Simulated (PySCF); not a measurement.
SMILES F[SiH](F)[SiH](F)F at its PBE0/def2-SVP optimised geometry (Å):

```
8

Si    -1.2789    -2.0401     1.7874
F     -2.8961    -2.0282     1.8001
F     -0.7809    -1.3380     3.1564
Si    -0.5707    -0.7025     0.0000
F      1.0465    -0.7025     0.0000
F     -1.0526    -1.4116    -1.3712
H     -0.8140    -3.4488     1.7798
H     -1.0465     0.7025     0.0000
```

Computed with PBE0/def2-TZVP (PySCF). Cells within 0.4 Å of a nucleus heavier than hydrogen are left out (blank, or x).

Map of the log10 of the electron density (e/bohr³), floored at −4 on the plane z = 0.0 Å:

```
|000000000000000000000000000|
|000000000000000000000000000|
|000000000000000000000000000|
|000000000000000000000000000|
|000000001111000000000000000|
|000000122222110000000000000|
|000001233333221000000000000|
|000012344444332100000000000|
|000123455665443211000000000|
|000123566776543322211000000|
|000234567887654433322100000|
|000234568887655555443210000|
|001234567887766666654321000|
|001234567787767788765431000|
|001234567799877899986532000|
|0012345668xxx889xxx87532000|
|0012345668xxx889xxx97532000|
|01123456679x97789x986532000|
|012234566777767788875431000|
|112234556666666667654321000|
|122233455666555555543210000|
|122233445555544444332100000|
|112223344444433322211000000|
|011122333333322211100000000|
|001111223333221100000000000|
|000011122222211000000000000|
|000000111221110000000000000|
```
Scale: ten equal steps from -4.00 (start of '0') to -0.122 (end of '9'), in the order '0123456789'; x runs from -3.50 to 3.50, y from -3.50 (bottom) to 3.50 (top).
